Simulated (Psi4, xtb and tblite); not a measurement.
Relaxed torsion scan: SMILES CC(C)c1ccc([SiH3])s1 (C7H12SSi), singlet. Scanned: dihedral C1–C2–C4–S9; all other coordinates were relaxed at GFN2-xTB. Heavy atoms are numbered in the order of the SMILES CC(C)c1ccc([SiH3])s1, hydrogens after them in the order of the atoms that carry them; the mirror image has the same energies with the sign of each dihedral reversed.

Levels of theory: PBE0/def2-SVP // GFN2-xTB (Psi4); GFN2-xTB (xtb and tblite); PBE/def2-SVP // GFN2-xTB (Psi4).

Energies in kJ/mol, each method relative to its own lowest point.

| φ / ° | PBE0/def2-SVP | GFN2-xTB | PBE/def2-SVP |
|---|---|---|---|
| -165 | 1.4 | 3.3 | 0.9 |
| -150 | 1.9 | 3.1 | 1.5 |
| -135 | 2.4 | 2.8 | 1.9 |
| -120 | 2.5 | 2.6 | 2.0 |
| -105 | 2.4 | 2.8 | 1.8 |
| -90 | 2.0 | 3.0 | 1.5 |
| -75 | 1.4 | 3.2 | 0.9 |
| -60 | 1.2 | 3.9 | 0.8 |
| -45 | 1.9 | 5.1 | 1.5 |
| -30 | 3.3 | 6.1 | 3.0 |
| -15 | 4.3 | 6.0 | 3.8 |
| 0 | 4.0 | 4.8 | 3.6 |
| 15 | 2.9 | 3.3 | 2.6 |
| 30 | 1.5 | 1.8 | 1.3 |
| 45 | 0.4 | 0.6 | 0.4 |
| 60 | 0.0 | 0.0 | 0.0 |
| 75 | 0.1 | 0.4 | 0.1 |
| 90 | 1.0 | 1.6 | 0.8 |
| 105 | 2.4 | 3.0 | 2.1 |
| 120 | 3.6 | 4.5 | 3.1 |
| 135 | 4.2 | 5.8 | 3.7 |
| 150 | 3.7 | 6.2 | 3.3 |
| 165 | 2.4 | 5.3 | 2.0 |
| 180 | 1.4 | 4.1 | 1.0 |
